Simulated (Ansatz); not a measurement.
C2H4GaIO, SMILES `[I][Ga]1[CH2]C[O]1` at its PBE0-D4/def2-TZVP geometry, where that method's forces vanish. Total charge 0; spin multiplicity 1. I takes the def2 core potential.

```xyz
9

I    -2.3763    1.5539   -2.6038
Ga   -0.8470    0.5519   -0.9611
C    -0.1986    0.2281    0.8788
C     0.8586   -0.6318    0.1605
O     0.5777   -0.5436   -1.2424
H    -0.8804   -0.3174    1.5308
H     0.1877    1.1019    1.4030
H     0.8061   -1.6787    0.4794
H     1.8723   -0.2643    0.3548
```

Task: What forces (eV/Å) does PBE-D4/def2-TZVPP give on these atoms in Ansatz? (Estimate.)

Result: Ansatz gave: 
```
I1  -0.149  0.098 -0.165
Ga2 -0.370  0.279  0.011
C3   0.055 -0.028  0.149
C4   0.003  0.023  0.293
O5   0.339 -0.310 -0.622
H6  -0.154 -0.098  0.122
H7   0.061  0.188  0.096
H8  -0.011 -0.233  0.072
H9   0.226  0.082  0.044
```
